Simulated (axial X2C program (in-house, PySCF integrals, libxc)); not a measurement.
## Br or C: which binds elements of chip processing more strongly?

Computed with an axial X2C code built on PySCF integrals, spin-free (one-electron X2C) or two-component (2c: spin–orbit coupling with atomic mean-field Coulomb and Gaunt terms, which also bring small scalar terms), in Dyall basis sets with cores contracted in-house; open shells are unrestricted.

Level PBE0, 2c. Dyall triple-zeta sets: BBr v3z/cv3z; BC v3z/v3z; AlBr v3z/cv3z; AlC v3z/v3z; SiBr v3z/cv3z; SiC v3z/v3z; PBr v3z/cv3z; PC v3z/v3z; AsBr cv3z/cv3z; AsC cv3z/v3z.

Diatomic bonds are a first guide to the radicals met in plasma etching, cleaning and deposition, though surfaces and higher halides or oxides behave in their own way.

```
element M  state of MBr  Re MBr (Å)  D0 MBr (eV)  state of MC  Re MC (Å)  D0 MC (eV)
        B         Ω = 0       1.890         4.42      Ω = 3/2      1.478        4.63
       Al         Ω = 0       2.318         4.43      Ω = 3/2      1.972        3.47
       Si       Ω = 1/2       2.233         3.73        Ω = 2      1.718        4.22
        P         Ω = 1       2.178         2.88      Ω = 1/2      1.555        5.16
       As         Ω = 1       2.295         2.72      Ω = 1/2      1.661        4.28
```

**Question.** Work out the energy at 0 K of MBr + C → MC + Br for each element.

**Answer.** ΔE = D0(MBr) − D0(MC) at PBE0, 2c: B -0.21, Al 0.96, Si -0.49, P -2.28, As -1.56 eV (negative: the exchange gives off energy).

**Question.** For which element is the exchange to C most and for which least favourable, and what is the energy of PBr + AlC → PC + AlBr?

**Answer.** P most (-2.28 eV), Al least (0.96 eV). The atoms cancel in the double exchange: ΔE = -2.28 − (0.96) = -3.24 eV, a figure less sensitive to errors in the atoms than D0 itself.

Each entry is the lowest single determinant of a limited PBE0 search at one distance. D0 = De minus the zero-point energy; De goes to single-determinant-based atoms at the same level (for ions the charge split of lowest energy) and is withheld (n/a) where an atom does not fit its ground term or J level. Main or longest-lived isotopes. One determinant is a doubtful description, or other states lie close, for BC, AlC, SiC, PBr, PC, AsBr, AsC; these need not be ground states, and all values refer to the states named. Some open-shell Ω = 0 determinants are out of reach, so the Ω given for SiC, PBr, AsBr need not be the lowest component. With several unpaired electrons the Ω given is that of one determinant, not necessarily of the lowest component. Some light 2c atoms are not at their ground J level, so De misses part of their lowering (0.04 eV or less). The functionals have no current term, which raises determinants with orbital currents. These D0 were not checked against measured values; triple-zeta sets, frozen cores and single determinants leave errors of some tenths of an eV, more for transition metals.
